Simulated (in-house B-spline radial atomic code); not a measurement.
How numerical settings move a run on Sn II (Sn+), [Kr] 4d10 5s2 5p1. Computed with an all-electron radial atomic-structure program (B-spline basis): Dirac-Kohn-Sham PBE0, spherical fractional occupations, Fermi nucleus of rms radius 4.6519 fm.

Command:
```bash
python run_scf.py task.json out
```
Settings of the sound reference run:
```
Z                50
electrons        49
configuration    [Kr] 4d10 5s2 5p1
hamiltonian      dirac
method           pbe0
spin_polarised   False
nucleus          fermi
rms_radius       4.6519
mass_number      120
atomic_mass      119.9022
speed_of_light   137.036
knot_spacing     0.22
spline_order     8
gauss_points     12
box_radius       35.29
max_iterations   70
damping          0.5
damped_steps     3
diis_vectors     10
tolerance        1e-08
start            Thomas-Fermi
```

Run time, properties included: 2 s on 1 thread of Arm Neoverse N1, with other jobs on the host.

It converges in 9 iterations to -6178.530715 hartree, with 5p3/2 at -9.56485 eV. The other runs change the listed settings, some to values that make no sense; their results aren't properties of the atom or ion. Radii are in bohr (the nuclear one in fm), a minus after a letter asks for a j subshell, and «unchanged» means within 1e-8 hartree. The run stops when the residual is below 10 × tolerance × max(1, Z/10), or a noise floor if that is larger, and the energy moves by less than 1e-8 × √|E| hartree; so very loose and very tight tolerances often act alike.

| changed settings | outcome |
| --- | --- |
| spline_order = 6, gauss_points = 6, box_radius = 1.41, max_iterations = 60, tolerance = 0.0001 | converged in 7 iterations, energy +5.91e+01 hartree from the reference, 5p3/2 level +3.8e+02 eV (the program warns: 5p3/2 has a positive eigenvalue: unbound, held by the box; 4p1/2 has a positive eigenvalue: unbound, held by the box) |
| box_radius = 3.53 | converged in 9 iterations, energy +6.05e-01 hartree from the reference, 5p3/2 level +1.1e+01 eV (the program warns: 5p3/2 has a positive eigenvalue: unbound, held by the box; 5p1/2 has a positive eigenvalue: unbound, held by the box) |
| gauss_points = 4 | converged in 9 iterations, energy +3.65e-07 hartree from the reference |
| gauss_points = 3 | converged in 9 iterations, energy +3.18e-04 hartree from the reference, 5p3/2 level +8.1e-06 eV |
| box_radius = 2.12 | converged in 8 iterations, energy +8.75e+00 hartree from the reference, 5p3/2 level +9.0e+01 eV (the program warns: 5p3/2 has a positive eigenvalue: unbound, held by the box; 5s1/2 has a positive eigenvalue: unbound, held by the box) |
| box_radius = 10.59 | converged in 9 iterations, energy +2.60e-05 hartree from the reference, 5p3/2 level +2.5e-03 eV (the program warns: 5p3/2 reaches the box edge; 5s1/2 reaches the box edge) |
| box_radius = 141.16 | converged in 9 iterations, energy unchanged |
| box_radius = 7.06 | converged in 9 iterations, energy +3.75e-03 hartree from the reference, 5p3/2 level +2.0e-01 eV (the program warns: 5p3/2 reaches the box edge; 4d5/2 reaches the box edge) |
| knot_spacing = 2, max_iterations = 8 | not converged after 8 iterations, last residual 6.3e-07, last energy +5.50e+02 hartree from the reference |
| gauss_points = 5 | converged in 9 iterations, energy +1.07e-07 hartree from the reference |
| box_radius = 10.59, max_iterations = 60, damped_steps = 8, start = bare nucleus | converged in 15 iterations, energy +2.60e-05 hartree from the reference, 5p3/2 level +2.5e-03 eV (the program warns: 5p3/2 reaches the box edge; 5s1/2 reaches the box edge) |
| electrons = 55, configuration = [Kr] 4d10 5s2 5p7, max_iterations = 100 | stopped with error: shell 5p holds at most 6 electrons |
| spline_order = 6, box_radius = 1.41, max_iterations = 60 | converged in 8 iterations, energy +5.91e+01 hartree from the reference, 5p3/2 level +3.8e+02 eV (the program warns: 5p3/2 has a positive eigenvalue: unbound, held by the box; 4p1/2 has a positive eigenvalue: unbound, held by the box) |

Problem. What happens with electrons = 57, configuration = [Kr] 4d10 5s2 5p1 7s2 7p6, max_iterations = 50?

Solution. Converged in 13 iterations to -6177.7259 hartree, a different physical problem (warning: 5p3/2 has a positive eigenvalue: unbound, held by the box).

Problem. What happens with spline_order = 4, max_iterations = 50, damped_steps = 0, tolerance = 0.0001, start = bare nucleus?

Solution. Converged in 9 iterations, energy +3.32e-03 hartree from the reference, 5p3/2 level +7.5e-05 eV.

Problem. What happens with box_radius = 5.29?

Solution. Converged in 9 iterations, energy +4.46e-02 hartree from the reference, 5p3/2 level +1.5e+00 eV (the program warns: 5p3/2 reaches the box edge; 4d3/2 reaches the box edge).

Problem. What happens with method = hf, spin_polarised = True?

Solution. Stopped with error: spin polarisation is not served with the Dirac Hamiltonian.
